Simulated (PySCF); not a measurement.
Species: BH6NOSi.
Cartesian coordinates in Å at the PBE0-D3(BJ)/def2-SVP level; atoms count from 1:
```
atom  x, y, z in Å
N1    -1.791   -0.026   -0.144
B2    -0.828   -1.023    0.063
O3     0.484   -0.745    0.348
Si4    1.487    0.562    0.534
H5    -2.755   -0.252   -0.344
H6    -1.605    0.968   -0.091
H7    -1.161   -2.186   -0.010
H8     2.343    0.715   -0.678
H9     2.348    0.338    1.729
H10    0.703    1.824    0.731
```

Computed, not measured: PBE0-D3(BJ)/def2-SVP geometry optimisation, gas phase in PySCF 2.14.0.

Take the most abundant isotopes and a rigid rotor. The values belong to one conformer with, in the numbering `[NH2:1][BH:2][O:3][SiH3:4]`, N1–B2–O3–Si4 -2°.

Task: What are A, B and C (GHz)?

Result: Ia = 30.94, Ib = 157.59, Ic = 182.55 u·Å²; 505379 MHz·u·Å²/I gives 16333, 3207 and 2768 MHz, that is A = 16.333, B = 3.2069, C = 2.7684 GHz.

Task: What kind of rotor is it?

Result: A near-prolate asymmetric top; Ray's κ = -0.935.

Task: What does the inertial defect say?

Result: Not planar: Δ = Ic − Ia − Ib = -5.98 u·Å². For a rigid frame Δ = −2 Σ m c², so Σ m c² = 2.99 u·Å² lies off the ab plane, practically all of it from hydrogen. The atom farthest from that plane is 1.36 Å away.

Task: Give the other two planar moments, Paa and Pbb, and the rms extents of the mass along the axes.

Result: Paa = Σ m a² = (Ib + Ic − Ia)/2 = 154.60 and Pbb = Σ m b² = (Ia + Ic − Ib)/2 = 27.95 u·Å². With the mass M = 75.03 u, the rms extents √(P/M) along a, b and c are 1.44, 0.61, 0.20 Å.

Task: List the rotational levels J(Ka,Kc) to J = 3 (MHz).

Result: Above 0(0,0):
J = 1: 1(0,1) 5975, 1(1,1) 19101, 1(1,0) 19540
J = 2: 2(0,2) 17915, 2(1,2) 30614, 2(1,1) 31929, 2(2,1) 71307, 2(2,0) 71318
J = 3: 3(0,3) 35798, 3(1,3) 47875, 3(1,2) 50506, 3(2,2) 89233, 3(2,1) 89287, 3(3,1) 155966, 3(3,0) 155966
Those of J = 1 are B + C, A + C and A + B.

Task: Predict some low-J microwave lines.

Result: The dipole components are |μa| = 0.66 D, |μb| = 2.12 D, |μc| = 0.03 D. Intensities carry the squares of the components, which stand as 0.10 : 1.00 : 0.00 (a : b : c). Some lines, for components of 0.1 D or more:

```json
{"type": "a", "branch": "Q", "J(Ka,Kc)": "5(2,3) ← 5(2,4)", "MHz": "376", "lower level (cm⁻¹)": "4.769"}
{"type": "a", "branch": "Q", "J(Ka,Kc)": "3(1,2) ← 3(1,3)", "MHz": "2631", "lower level (cm⁻¹)": "1.597"}
{"type": "b", "branch": "R", "J(Ka,Kc)": "3(0,3) ← 2(1,2)", "MHz": "5185", "lower level (cm⁻¹)": "1.021"}
{"type": "a", "branch": "Q", "J(Ka,Kc)": "5(1,4) ← 5(1,5)", "MHz": "6573", "lower level (cm⁻¹)": "3.323"}
{"type": "b", "branch": "R", "J(Ka,Kc)": "4(0,4) ← 3(1,3)", "MHz": "11717", "lower level (cm⁻¹)": "1.597"}
{"type": "a", "branch": "R", "J(Ka,Kc)": "2(0,2) ← 1(0,1)", "MHz": "11940", "lower level (cm⁻¹)": "0.199"}
{"type": "b", "branch": "R", "J(Ka,Kc)": "1(1,1) ← 0(0,0)", "MHz": "19101", "lower level (cm⁻¹)": "0.000"}
{"type": "a", "branch": "R", "J(Ka,Kc)": "4(3,1) ← 3(3,0)", "MHz": "23924", "lower level (cm⁻¹)": "5.202"}
{"type": "a", "branch": "R", "J(Ka,Kc)": "5(4,2) ← 4(4,1)", "MHz": "29901", "lower level (cm⁻¹)": "9.116"}
{"type": "b", "branch": "R", "J(Ka,Kc)": "3(1,3) ← 2(0,2)", "MHz": "29960", "lower level (cm⁻¹)": "0.598"}
{"type": "a", "branch": "R", "J(Ka,Kc)": "5(1,4) ← 4(1,3)", "MHz": "30924", "lower level (cm⁻¹)": "2.510"}
{"type": "b", "branch": "Q", "J(Ka,Kc)": "2(2,0) ← 2(1,1)", "MHz": "39389", "lower level (cm⁻¹)": "1.065"}
{"type": "b", "branch": "R", "J(Ka,Kc)": "5(1,5) ← 4(0,4)", "MHz": "40022", "lower level (cm⁻¹)": "1.988"}
{"type": "b", "branch": "Q", "J(Ka,Kc)": "3(2,2) ← 3(1,3)", "MHz": "41358", "lower level (cm⁻¹)": "1.597"}
{"type": "b", "branch": "Q", "J(Ka,Kc)": "5(2,4) ← 5(1,5)", "MHz": "43365", "lower level (cm⁻¹)": "3.323"}
{"type": "b", "branch": "R", "J(Ka,Kc)": "3(2,1) ← 2(1,2)", "MHz": "58674", "lower level (cm⁻¹)": "1.021"}
{"type": "b", "branch": "R", "J(Ka,Kc)": "4(2,3) ← 3(1,2)", "MHz": "62620", "lower level (cm⁻¹)": "1.685"}
{"type": "b", "branch": "Q", "J(Ka,Kc)": "4(3,1) ← 4(2,2)", "MHz": "66602", "lower level (cm⁻¹)": "3.779"}
{"type": "b", "branch": "Q", "J(Ka,Kc)": "3(3,0) ← 3(2,1)", "MHz": "66679", "lower level (cm⁻¹)": "2.978"}
{"type": "b", "branch": "R", "J(Ka,Kc)": "5(2,3) ← 4(1,4)", "MHz": "72476", "lower level (cm⁻¹)": "2.364"}
{"type": "b", "branch": "R", "J(Ka,Kc)": "3(3,0) ← 2(2,1)", "MHz": "84659", "lower level (cm⁻¹)": "2.379"}
{"type": "b", "branch": "Q", "J(Ka,Kc)": "5(4,1) ← 5(3,2)", "MHz": "93381", "lower level (cm⁻¹)": "6.998"}
{"type": "b", "branch": "Q", "J(Ka,Kc)": "5(4,2) ← 5(3,3)", "MHz": "93386", "lower level (cm⁻¹)": "6.998"}
{"type": "b", "branch": "Q", "J(Ka,Kc)": "4(4,0) ← 4(3,1)", "MHz": "93396", "lower level (cm⁻¹)": "6.000"}
{"type": "b", "branch": "R", "J(Ka,Kc)": "5(3,3) ← 4(2,2)", "MHz": "96513", "lower level (cm⁻¹)": "3.779"}
{"type": "b", "branch": "R", "J(Ka,Kc)": "5(5,0) ← 4(4,1)", "MHz": "149986", "lower level (cm⁻¹)": "9.116"}
```

No PBE0-D3(BJ)/def2-SVP frequencies stand behind this structure, so it isn't proved a minimum. These are rigid-rotor constants of the computed structure; measured ground-state constants (B0) also hold zero-point vibration. A rigid rotor knows nothing of internal rotation, which can split or shift real lines. Quadrupole hyperfine structure (11B, 14N) is left out.

On one thread, x86-64 server, no GPU, on a shared host, this took 18 s of wall time. This is the geometry optimisation.
